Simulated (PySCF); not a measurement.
This script is equivalent to a calculation on Ar⁺ (argon, charge +1).

```python
from pyscf import gto, scf, dft, mp, cc
import basis_set_exchange as bse
mol = gto.M(atom="Ar 0 0 0", charge=1, spin=1, symmetry="D2h",
            basis=gto.basis.parse(bse.get_basis("def2-TZVP", elements=["Ar"], fmt="nwchem", header=False)))
mf = dft.UKS(mol, xc="M062X")
mf.irrep_nelec = {'Ag': (3, 3), 'B1u': (2, 2), 'B2u': (2, 2), 'B3u': (2, 1)}
mf.kernel()
```

**Question.** What total energy does it give?

**Answer.** -526.942 hartree (calculated).

**Question.** Which occupied shell lies highest, and where?

**Answer.** 3p β, at -24.959 eV.

**Question.** What is ⟨S²⟩, and what would a pure spin state give?

**Answer.** 0.752, against 0.75.
